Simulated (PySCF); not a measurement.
Calculation: PBE-D3(BJ)/def2-TZVP // PBE0-D3(BJ)/def2-TZVP (PySCF). Gas-phase values, no solvent. Excitations are Tamm–Dancoff values on a coarser integration grid. The basis has no diffuse functions, so Rydberg states are missing or too high.

Reference species (SMILES): `C1C[SiH2]1` (neutral, multiplicity 1).

```yaml
T1 excitation (TDA): 4.72 eV
HOMO: -5.80 eV
S1–T1 gap (TDA): 1.36 eV
```

After one change: the T1 excitation (TDA) falls by 0.34 eV; the HOMO falls by 1.10 eV; the S1–T1 gap (TDA) rises by 0.71 eV.

### Question
Name the change that produced these shifts. The new species is one of these.
A) `C=C[SiH3]`
B) `CC=[SiH2]`
C) `C=[SiH]C`

### Answer
A, `C=C[SiH3]`
